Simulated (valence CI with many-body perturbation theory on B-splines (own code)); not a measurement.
Values are calculated unless marked as measured or tabulated.
## Ho XXXVII: magnetic and hyperfine properties of the levels

Method: configuration interaction combined with many-body perturbation theory (CI+MBPT): three valence electrons over a frozen Dirac-Fock core [Ar] 3d10, radial functions for each j: 11 s, 11 p, 9 d, 7 f, 5 g, 2 h, 1 i, with the one-electron correlation potential Σ1 (screened to all orders), the two-electron term Σ2, the three-electron term Σ3, Breit, model QED; selected single and double excitations, second order for the rest (own B-spline code, finite nucleus).

The last digits are not significant, and no measured levels were compared; by estimate large intervals hold to a few tenths of a per cent, small ones and those within an open d or f shell to about a per cent.

A/g_I is the dipole constant over the nuclear g factor μ/I (μ in nuclear magnetons, uniformly magnetised nucleus), B/Q the quadrupole constant per barn. Both hold the static response of the core; the bare values leave it out. Large factors of s and p1/2 electrons are usually good to 5 to 10 %; those of open d and f shells near neutrality can be off by tens of per cent, and small factors of p3/2, d and f electrons come from cancelling terms and can be off by a factor of two or in sign, in half-filled shells by more. B is blank for J = 1/2, where it vanishes, and for nearly pure S terms. Energies count from the lowest level.

Levels are named by their leading jj configuration (3d3/2^4 stands for four electrons in 3d with j = 3/2), which in mixed levels can hold well under half, so a name can repeat and another be missing. Letters in brackets count levels of one name in rising energy.

```tsv
Level	E (cm⁻¹)	g	A/g_I (MHz)	A/g_I bare	B/Q (MHz/b)	B/Q bare
(4s^2 4p1/2) J=1/2	0	0.661	302000	292000		
(4s^2 4p3/2) J=3/2	464110	1.330	39900	38300	77800	74900
(4s 4p1/2^2) J=1/2	640070	2.268	907000	874000		
(4s 4p1/2 4p3/2) J=3/2 [a]	1018600	1.670	230000	222000	63100	60700
(4s 4p1/2 4p3/2) J=5/2	1075000	1.376	271000	261000	44300	42700
(4s 4p1/2 4p3/2) J=3/2 [b]	1157300	0.957	1100	1130	58800	56600
(4s 4p1/2 4p3/2) J=1/2	1180200	1.202	-283000	-272000		
(4s 4p3/2^2) J=5/2	1499800	1.403	198000	191000	20900	20200
(4s^2 4d3/2) J=3/2	1549800	0.884	-1660	-1110	-2210	-1900
(4s 4p3/2^2) J=1/2	1644800	1.856	948000	914000		
(4s^2 4d5/2) J=5/2	1678400	1.212	39500	38600	28900	28100
(4s 4p3/2^2) J=3/2	1679500	1.143	-120000	-115000	-12900	-12400
(4p1/2^2 4p3/2) J=3/2	1806800	1.331	34600	33800	71800	69200
(4s 4p1/2 4d3/2) J=3/2 [a]	2062600	0.503	-85700	-82300	16900	16500
(4s 4p1/2 4d3/2) J=5/2	2102100	1.060	234000	225000	-3600	-3230
(4s 4p1/2 4d3/2) J=3/2 [b]	2188600	1.359	143000	138000	2120	2100
(4s 4p1/2 4d3/2) J=1/2	2197900	0.374	-373000	-359000		
(4s 4p1/2 4d5/2) J=5/2 [a]	2199300	1.214	40000	39200	-1460	-1240
(4s 4p1/2 4d5/2) J=3/2 [a]	2212000	1.351	-16200	-14700	1480	1440
(4s 4p1/2 4d5/2) J=5/2 [b]	2243000	1.359	136000	132000	12300	11900
(4s 4p1/2 4d5/2) J=7/2	2243500	1.254	178000	172000	-1490	-1190
(4p1/2 4p3/2^2) J=1/2	2312000	0.661	293000	282000		
(4s 4p1/2 4d5/2) J=5/2 [c]	2339200	0.988	26600	26000	41700	40400
(4s 4p1/2 4d5/2) J=3/2 [b]	2369500	1.088	-94900	-90900	22700	22100
(4s 4p3/2 4d3/2) J=5/2 [a]	2585100	1.262	144000	139000	20200	19400
(4s 4p3/2 4d3/2) J=3/2 [a]	2585300	1.349	167000	161000	-8100	-7950
(4s 4p3/2 4d3/2) J=1/2 [a]	2586600	2.339	497000	480000		
(4s 4p3/2 4d3/2) J=7/2	2598900	1.295	143000	138000	56900	54900
(4s 4p3/2 4d5/2) J=9/2	2609700	1.330	124000	120000	94600	91400
(4s 4p3/2 4d5/2) J=3/2 [a]	2659200	1.279	-42500	-40300	-48700	-46900
(4s 4p3/2 4d3/2) J=3/2 [b]	2677300	1.001	-8400	-7810	-47700	-46000
(4s 4p3/2 4d3/2) J=5/2 [b]	2683500	0.901	-27000	-25700	37500	36200
(4s 4p3/2 4d5/2) J=5/2 [a]	2691200	1.345	188000	182000	-39900	-38400
(4s 4p3/2 4d5/2) J=7/2 [a]	2730500	1.223	78300	76000	11300	10800
(4s 4p3/2 4d3/2) J=1/2 [b]	2746000	0.594	73900	71900		
(4s 4p3/2 4d5/2) J=7/2 [b]	2747100	1.152	-12600	-11700	91400	88400
(4s 4p3/2 4d5/2) J=1/2	2824600	0.679	-236000	-226000		
(4p1/2^2 4d3/2) J=3/2	2826200	0.758	20000	19300	13100	12800
(4s 4p3/2 4d5/2) J=5/2 [b]	2835400	1.066	-38100	-36100	-12700	-12300
(4s 4p3/2 4d5/2) J=3/2 [b]	2850400	1.305	219000	212000	23600	22800
```
